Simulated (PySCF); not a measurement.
**Dy⁵⁰⁺ (dysprosium, charge +50) across methods**

[Ne] 3s2 3p4, high-spin 3P determinant. Calculation: PySCF 2.14, in an even-tempered Gaussian basis (17 s from 11 bohr⁻², ratio 2.5; 12 p from 14 bohr⁻², ratio 2.5; 4 d from 60 bohr⁻², ratio 2.7; 4 f from 90 bohr⁻², ratio 2.7); scalar relativity by spin-free X2C-1e.

| method | E (hartree) | mean ε 3s β (eV) | mean ε 3p α (eV) | mean ε 3p β (eV) | Σ⟨r²⟩ (bohr²) | ⟨S²⟩ |
| --- | --- | --- | --- | --- | --- | --- |
| UHF | -9691.00093 | -4866.4 | -4597.6 | -4574.8 | 0.3757 | 2.000 |
| PBE | -9692.18 | -4815.4 | -4544.4 | -4526.0 | 0.3754 | 2.000 |
| BLYP | -9693.13 | -4815.5 | -4544.6 | -4526.2 | 0.3753 | 2.000 |
| PBE0 | -9692.06 | -4828.7 | -4558.2 | -4538.6 | 0.3754 | 2.000 |
| LDA | -9683.29 | -4813.1 | -4542.4 | -4523.5 | 0.3756 | 2.000 |
| BP86 | -9693.53 | -4816.6 | -4544.9 | -4527.0 | 0.3752 | 2.000 |

(1) Estimate the same row for r2SCAN.

Spin-orbit coupling is strong in this species (close to jj coupling), so the high-spin LS determinant is a model state, not a physical level.

Results:

(1) E (hartree) = -9692.30; mean ε 3s β (eV) = -4818.2; mean ε 3p α (eV) = -4549.6; mean ε 3p β (eV) = -4528.9; Σ⟨r²⟩ (bohr²) = 0.3755; ⟨S²⟩ = 2.000.
